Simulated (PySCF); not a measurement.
**Interval between two levels of Au+ by level of theory**

Au+ [Xe] 4f14 5d10 → Au+ [Xe] 4f14 5d9 6p1 [3F4, M_J = 4], as a difference of total energies. All numbers are calculated (PySCF 2.14, the two-component X2C-1e Hamiltonian, in x2c-TZVPall-2c with one added diffuse shell each of s, p, d type (12s12p11d2f, 117 functions)). Correlated levels: [Kr] 4d10 4f14 frozen; the 34 highest virtual spinors dropped. "Screened" scales the spin-orbit matrix elements by Boettger's factors to mimic the two-electron term; Breit and QED terms are absent.

```csv
method,interval between two levels (cm⁻¹)
GHF (screened spin-orbit),65587
GMP2 (screened spin-orbit),72515
```

The labels give the starting determinants; with spin-orbit coupling the two ends relaxed to ⟨J²⟩ = 0.00, ⟨L²⟩ = 0.18, ⟨S²⟩ = 0.18 and ⟨J²⟩ = 20.27, ⟨L²⟩ = 12.33, ⟨S²⟩ = 2.23.
